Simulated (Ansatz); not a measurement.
Relaxation of CH₆BNSi (10 atoms, charge 0, multiplicity 1), to a largest force component of 0.015 eV/Å in at most 40 steps.

Level of theory: Ansatz, RKS PBE0-D4/6-31G*.

```xyz
10
Properties=species:S:1:pos:R:3
C -0.787 1.861 -0.955
N -0.347 1.133 -0.064
B -0.096 1.686 1.311
Si 0.469 0.437 2.746
H -1.043 1.538 -1.988
H -1.049 2.958 -0.729
H -0.334 2.782 1.600
H 0.641 1.201 3.979
H 1.844 -0.130 2.307
H -0.423 -0.646 2.908
```

Question: Where does it end, and by what steps?

Answer: It converged. After 20 steps the energy has fallen by 1.448 eV; H7 moved furthest, 1.44 Å.

```json
{"step": "0", "energy less start (eV)": "0.0000", "largest force component (eV/Å)": "3.464", "accepted": "yes"}
{"step": "1", "energy less start (eV)": "-0.1911", "largest force component (eV/Å)": "1.396", "accepted": "yes"}
{"step": "2", "energy less start (eV)": "-0.2490", "largest force component (eV/Å)": "1.063", "accepted": "yes"}
{"step": "3", "energy less start (eV)": "-0.3188", "largest force component (eV/Å)": "1.203", "accepted": "yes"}
{"step": "4", "energy less start (eV)": "-0.3765", "largest force component (eV/Å)": "0.409", "accepted": "yes"}
{"step": "5", "energy less start (eV)": "-0.4099", "largest force component (eV/Å)": "0.550", "accepted": "yes"}
{"step": "6", "energy less start (eV)": "-0.4250", "largest force component (eV/Å)": "1.036", "accepted": "yes"}
{"step": "7", "energy less start (eV)": "-0.5082", "largest force component (eV/Å)": "1.057", "accepted": "yes"}
{"step": "8", "energy less start (eV)": "-0.6075", "largest force component (eV/Å)": "1.781", "accepted": "yes"}
{"step": "9", "energy less start (eV)": "-0.7649", "largest force component (eV/Å)": "1.143", "accepted": "yes"}
{"step": "10", "energy less start (eV)": "-0.9472", "largest force component (eV/Å)": "1.839", "accepted": "yes"}
{"step": "11", "energy less start (eV)": "-1.1480", "largest force component (eV/Å)": "1.596", "accepted": "yes"}
{"step": "12", "energy less start (eV)": "-1.3453", "largest force component (eV/Å)": "0.519", "accepted": "yes"}
{"step": "13", "energy less start (eV)": "-1.4113", "largest force component (eV/Å)": "1.309", "accepted": "yes"}
{"step": "14", "energy less start (eV)": "-1.3565", "largest force component (eV/Å)": "1.221", "accepted": "no"}
{"step": "15", "energy less start (eV)": "-1.4392", "largest force component (eV/Å)": "0.319", "accepted": "yes"}
{"step": "16", "energy less start (eV)": "-1.4387", "largest force component (eV/Å)": "0.229", "accepted": "no"}
{"step": "17", "energy less start (eV)": "-1.4469", "largest force component (eV/Å)": "0.110", "accepted": "yes"}
{"step": "18", "energy less start (eV)": "-1.4474", "largest force component (eV/Å)": "0.062", "accepted": "yes"}
{"step": "19", "energy less start (eV)": "-1.4389", "largest force component (eV/Å)": "0.390", "accepted": "no"}
{"step": "20", "energy less start (eV)": "-1.4479", "largest force component (eV/Å)": "0.014", "accepted": "yes"}
```

```xyz
10
Properties=species:S:1:pos:R:3
C -1.150 1.780 -0.785
N -0.392 1.902 0.199
B 0.416 2.000 1.274
Si 0.462 0.477 2.601
H -0.804 1.327 -1.719
H -2.189 2.125 -0.750
H 1.078 2.994 1.398
H 0.100 0.949 3.972
H 1.833 -0.112 2.689
H -0.481 -0.621 2.235
```

Time of the run: 63 s on 1 thread of Arm Neoverse V2, on a shared host, peak memory 0.15 GiB.
